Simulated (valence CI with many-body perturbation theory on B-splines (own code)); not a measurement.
# Os26+: calculated level list

Computed by relativistic CI+MBPT: four valence electrons over a frozen Dirac-Fock core [Kr] 4d10, radial functions for each j: 7 s, 7 p, 7 d, 7 f, 4 g, 2 h, with the one-electron correlation potential Σ1 (screened to all orders), the two-electron term Σ2, the three-electron term Σ3, Breit, model QED; selected single and double excitations, second order for the rest, scaled by the run's own slope (own B-spline code, finite nucleus).

No measured spectrum was set against this ion. As an estimate, large intervals hold to a few tenths of a per cent, small ones and those within an open d or f shell to about a per cent. Excitations out of the core, of the other parity, are not computed and may begin above about 171 eV (a cautious bound); beyond it only levels of the ground parity were kept, without lifetimes.

Levels 91 to 135 of 203, with energies above the lowest level, 4f4 5I_4. "Leading %" is the weight of the configuration and term that name the level; weights of strongly mixed levels are sums over their largest components and can fall short. Lifetimes count E1, E2, E3, M1 and M2 decay at the calculated energies, and are blank where another channel may lead or the interval is too uncertain; long ones can be off by a factor of two.

| No. | Configuration | Term | J | E (eV) | Leading % | g | Lifetime |
| --- | --- | --- | --- | --- | --- | --- | --- |
| 91 | 4f4 | 3D | 1 | 26.49 | 87 | 0.623 | 463 μs |
| 92 | 4f4 | 3F | 2 | 27.22 | 37 | 1.060 | 415 μs |
| 93 | 4f4 | 1H | 5 | 27.55 | 57 | 1.021 | 592 μs |
| 94 | 4f4 | 1S | 0 | 28.92 | 67 |  | 353 μs |
| 95 | 4f4 | 3F | 4 | 29.69 | 76 | 1.184 | 370 μs |
| 96 | 4f4 | 3H | 6 | 29.82 | 53 | 1.085 | 332 μs |
| 97 | 4f4 | 3P | 2 | 29.96 | 80 | 1.395 |  |
| 98 | 4f4 | 3F | 3 | 30.30 | 82 | 1.091 | 516 μs |
| 99 | 4f4 | 3H | 4 | 30.44 | 80 | 0.854 | 461 μs |
| 100 | 4f4 | 3F | 2 | 30.44 | 55 | 0.892 |  |
| 101 | 4f4 | 1I | 6 | 31.72 | 52 | 1.068 | 395 μs |
| 102 | 4f4 | 3H | 5 | 31.97 | 69 | 1.022 |  |
| 103 | 4f4 | 3P | 1 | 32.64 | 96 | 1.463 |  |
| 104 | 4f4 | 3P | 0 | 34.53 | 81 |  |  |
| 105 | 4f4 | 1G | 4 | 35.19 | 91 | 0.998 |  |
| 106 | 4f4 | 1D | 2 | 42.50 | 97 | 0.998 |  |
| 107 | 4f4 | 1S | 0 | 49.34 | 96 |  |  |
| 108 | 4f3 5s | 5I° | 4 | 120.40 | 83 | 0.634 | 49.8 μs |
| 109 | 4f3 5s | 5I° | 5 | 121.38 | 55 | 0.908 | 7.38 μs |
| 110 | 4f3 5s | 5I° | 6 | 123.97 | 80 | 1.067 | 15.4 μs |
| 111 | 4f3 5s | 3I° | 5 | 124.44 | 51 | 0.878 | 2.84 μs |
| 112 | 4f3 5s | 5F° | 1 | 125.16 | 67 | 0.210 | 994 ns |
| 113 | 4f3 5s | 5F° | 2 | 125.68 | 47 | 1.087 | 1.46 μs |
| 114 | 4f3 5s | 5I° | 7 | 126.18 | 86 | 1.160 | 24.0 μs |
| 115 | 4f3 5s | 3H° | 4 | 127.17 | 37 | 0.930 | 1.87 μs |
| 116 | 4f3 5s | 3G° | 5 | 127.24 | 34 | 1.127 | 1.51 μs |
| 117 | 4f3 5s | 3I° | 6 | 127.42 | 71 | 1.005 | 2.07 μs |
| 118 | 4f3 5s | 5F° | 3 | 127.45 | 71 | 1.200 | 930 ns |
| 119 | 4f3 5s | 5G° | 2 | 127.45 | 52 | 0.701 | 1.68 μs |
| 120 | 4f3 5s | 5S° | 2 | 127.99 | 40 | 1.294 | 2.58 μs |
| 121 | 4f3 5s | 5I° | 8 | 128.08 | 78 | 1.217 | 20.4 μs |
| 122 | 4f3 5s | 5G° | 3 | 128.38 | 61 | 0.914 | 1.04 μs |
| 123 | 4f3 5s | 5F° | 4 | 128.62 | 52 | 1.183 | 994 ns |
| 124 | 4f3 5s | 3F° | 2 | 128.89 | 51 | 0.930 | 1.29 μs |
| 125 | 4f3 5s | 3S° | 1 | 129.35 | 41 | 1.317 | 1.04 μs |
| 126 | 4f3 5s | 3G° | 3 | 129.47 | 55 | 0.900 | 797 ns |
| 127 | 4f3 5s | 3I° | 7 | 129.73 | 62 | 1.083 | 1.36 μs |
| 128 | 4f3 5s | 5G° | 4 | 129.91 | 63 | 1.152 | 875 ns |
| 129 | 4f3 5s | 5F° | 5 | 130.57 | 54 | 1.252 | 1.08 μs |
| 130 | 4f3 5s | 3G° | 3 | 130.78 | 46 | 0.918 | 658 ns |
| 131 | 4f3 5s | 3H° | 6 | 130.94 | 47 | 1.133 | 1.97 μs |
| 132 | 4f3 5s | 3K° | 6 | 131.11 | 61 | 0.955 | 1.94 μs |
| 133 | 4f3 5s | 3K° | 7 | 131.26 | 55 | 1.032 | 1.61 μs |
| 134 | 4f3 5s | 3P° | 0 | 131.82 | 51 |  | 1.11 μs |
| 135 | 4f3 5s | 3F° | 4 | 131.84 | 49 | 1.077 | 1.04 μs |

Names give the largest LS component (configuration and term), which can be under half, so a name can repeat, a term be missing and a line seem to break the LS rules; names also repeat where a configuration has a term twice.

Where two levels of one J and parity lie close, their mixing, g and order are uncertain.
